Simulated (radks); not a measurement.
Q: Zr3+, configuration [Kr] 7p1 (not the ground configuration). All-electron calculation, Dirac Kohn-Sham, PBE, spin-unpolarised, spherical densities, finite nucleus; open shells fill j = l - 1/2 first; Fermi nuclear charge, rms radius 4.2694 fm. Program: a radial shooting solver on a logarithmic mesh with Libxc functionals. Some entries of the table are withheld. Estimate them.

| orbital | occ. | eigenvalue (eV) | r(max) (bohr) | <r> (bohr) |
|---|---|---|---|---|
| 1s1/2 | 2 | -17855.91 | 0.02414 | 0.03707 |
| 2s1/2 | 2 | -2507.740 | 0.1371 | 0.1623 |
| 2p1/2 | 2 | -2298.885 | 0.1070 | 0.1387 |
| 2p3/2 | 4 | -2213.033 | 0.1106 | 0.1430 |
| 3s1/2 | 2 | -443.6168 | 0.4083 | 0.4581 |
| 3p1/2 | 2 | -365.8780 | (1) | (2) |
| 3p3/2 | 4 | -352.1963 | (3) | (4) |
| 3d3/2 | 4 | (5) | 0.3457 | 0.4500 |
| 3d5/2 | 6 | (6) | 0.3484 | 0.4535 |
| 4s1/2 | 2 | -91.8576 | 1.071 | 1.190 |
| 4p1/2 | 2 | -70.4165 | 1.148 | 1.299 |
| 4p3/2 | 4 | -68.4978 | 1.171 | 1.325 |
| 7p1/2 | 1 | -7.9644 | 9.803 | 9.172 |
| 7p3/2 | 0 | -7.8952 | 9.879 | 9.210 |

A: 
(1) 3p1/2 r(max) (bohr): 0.3962
(2) 3p1/2 <r> (bohr): 0.4547
(3) 3p3/2 r(max) (bohr): 0.4053
(4) 3p3/2 <r> (bohr): 0.4652
(5) 3d3/2 eigenvalue (eV): -215.2098
(6) 3d5/2 eigenvalue (eV): -212.7079
